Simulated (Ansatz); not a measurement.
Geometry optimisation, Ansatz, RKS PBE0-D4/def2-SVP.

The input (input.yaml):

```yaml
crystal:
  periodic: [false, false, false]
  atoms:
    - { symbol: W, position_ang: [0.071553, 0.041891, -0.059386] }
    - { symbol: Cl, position_ang: [0.467614, -0.81507, 2.126109] }
    - { symbol: F, position_ang: [1.828941, -0.283717, -0.449147] }
    - { symbol: F, position_ang: [0.115116, 1.471191, -1.295402] }
    - { symbol: F, position_ang: [-1.548043, 0.667865, 0.524557] }
    - { symbol: H, position_ang: [-0.389581, -1.564462, -0.046682] }
    - { symbol: H, position_ang: [-0.512177, -0.657278, -1.449772] }
    - { symbol: F, position_ang: [1.182827, 2.213165, 1.750106] }
    - { symbol: H, position_ang: [1.23815, 1.613314, 2.453517] }
basis:
  gaussian: { orbitals: def2-SVP }
hamiltonian:
  xc: pbe0
  dispersion: d4
relax:
  f_tol: 0.03
  max_steps: 50
```

Run as:

```bash
$ ansatz run input.yaml --threads 4 --pin off --max-ram 5120MiB --backend cpu --events-out ev --progress --plain --runs-dir out
```

**Question.** Where does it end, and by what steps?

**Answer.** The run converged. After 9 steps the energy has fallen by 0.299 eV; F8 moved furthest, 0.51 Å. Joined: W1–F8 (3.04 → 2.34 Å).

```
step  energy less start (eV)  largest force component (eV/Å)  accepted
   0                  0.0000                           0.538       yes
   1                 -0.1012                           0.488       yes
   2                 -0.2133                           0.574       yes
   3                 -0.2608                           0.427       yes
   4                 -0.2889                           0.335       yes
   5                 -0.2956                           0.120       yes
   6                 -0.2972                           0.047       yes
   7                 -0.2988                           0.037       yes
   8                 -0.2988                           0.067        no
   9                 -0.2991                           0.011       yes
```

```xyz
9
Properties=species:S:1:pos:R:3
W 0.142 0.189 0.044
Cl 0.527 -0.705 2.248
F 1.866 -0.251 -0.392
F 0.158 1.579 -1.240
F -1.529 0.704 0.590
H -0.318 -1.417 0.024
H -0.456 -0.577 -1.306
F 1.005 1.874 1.412
H 1.058 1.293 2.174
```

Whether the end is a true minimum wasn't checked by a vibrational analysis.

The run took 31 s on 4 threads of Arm Neoverse V1, on a shared host, peak memory 0.32 GiB.
